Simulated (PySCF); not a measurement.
Gas-phase reaction: SnH3F + 4 F → SnF2 + 3 HF

Energies from PySCF, thermal terms from the rigid-rotor harmonic-oscillator model, ideal gas at 1 bar. † marks an energy on the PBE0/def2-TZVP geometry and frequencies; other levels use their own. CCSD(T) freezes the core. Open shells (unrestricted): F (multiplicity 2); the rest are closed-shell singlets. Spin-orbit splitting is ignored; it lowers the true energy and changes the entropy of F. Sn: scalar-relativistic def2 core potential, no spin-orbit coupling. SnH3F: computed as isolated molecules; such fragments, hydroxides, amides, oligomers or adducts are transient or little studied in the gas. CCSD(T) isn't extrapolated to the basis-set limit.

CCSD(T)/def2-SVP† gives ΔH°(298 K) = -1320 kJ.

Question: What do PBE/def2-SVP, PBE0/def2-SVP†, ωB97M-V/def2-TZVP† give?

Answer: PBE/def2-SVP: -1480 kJ; PBE0/def2-SVP†: -1373 kJ; ωB97M-V/def2-TZVP†: -1452 kJ. For scale, ΔH°(298 K) is -1320 kJ at this level, -1452 kJ at ωB97M-V/def2-TZVP†, and runs from -1759 to -923 kJ over the 18 levels computed.
